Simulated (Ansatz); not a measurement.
PBE exchange is replaced step by step with exact exchange (0 % is PBE, 25 % PBE0; no dispersion term), basis def2-SVP, Ansatz. System: Zn₉O₉H₂₄. Charge 0, multiplicity 1. Geometry: r2SCAN-D4/def2-SVP.

Geometry of the singlet:

```xyz
42

Zn   -0.550   -2.522   -2.940
O     2.077   -0.659   -2.373
O    -0.669   -0.542   -2.123
Zn   -1.012   -1.791   -0.401
Zn    2.783   -0.827   -0.412
O     1.041   -1.809    0.050
O    -2.226   -0.429    0.323
Zn   -3.246   -0.098    2.180
Zn    0.899   -1.877    2.069
O    -1.069   -2.497    1.735
Zn    0.590    0.924   -1.784
O     1.857    0.946   -0.107
O    -0.943    1.967   -0.691
Zn   -1.204    1.287    1.131
Zn    1.818    1.276    1.919
O     0.210    0.056    2.079
Zn    0.164    3.565   -1.602
O     0.417    2.787    1.565
H     1.094   -2.681   -2.749
H    -1.534   -2.739   -4.127
H     1.557   -1.606   -2.611
H     2.703   -0.504   -3.098
H    -1.501   -0.202   -2.482
H    -1.199   -3.139   -1.304
H     4.203   -1.299   -0.062
H     1.224   -2.692   -0.318
H    -2.878   -0.166   -0.342
H    -4.783    0.070    1.995
H    -2.286   -1.115    3.079
H     1.821   -2.512    3.122
H    -1.328   -3.407    1.948
H    -1.721   -1.840    2.341
H     1.046    2.261   -2.604
H     2.411    1.690   -0.401
H    -1.780    1.971   -1.177
H    -2.325    1.519    2.296
H     3.044    1.453    2.828
H    -0.181    0.105    2.969
H     1.205    3.791   -0.326
H    -0.740    4.501   -2.456
H     0.727    3.299    0.634
H     0.283    3.484    2.226
```

Single mean-field runs in def2-SVP are fitted with def2-universal-jkfit. In the singlet, H19 and H21 lie 1.18 Å apart, H29 and H32 lie 1.18 Å apart, H39 and H41 lie 1.18 Å apart (atoms count from 1), so these atoms are partly bonded to each other.

```csv
exact exchange (%),HOMO (eV),LUMO (eV),gap (eV)
0,-5.84,-1.77,4.07
5,-6.09,-1.59,4.49
10,-6.33,-1.41,4.92
15,-6.58,-1.24,5.35
25,-7.08,-0.87,6.21
35,-7.59,-0.51,7.07
```

Fit a straight line to the column «gap (eV)» against the share of exact exchange and predict its value at 50 %.

With x = exact exchange (%) and y = gap (eV): mean x = 15, mean y = 5.352; Σ(x − x̄)(y − ȳ) = 72.95, Σ(x − x̄)² = 850; slope b = 0.08582, intercept a = ȳ − b·x̄ = 4.065. The residuals of the fitted rows reach 0.00. At x = 50 the line gives 4.065 + (0.08582 × 50) = 8.36; the run gave 8.38, 0.02 more than the line.
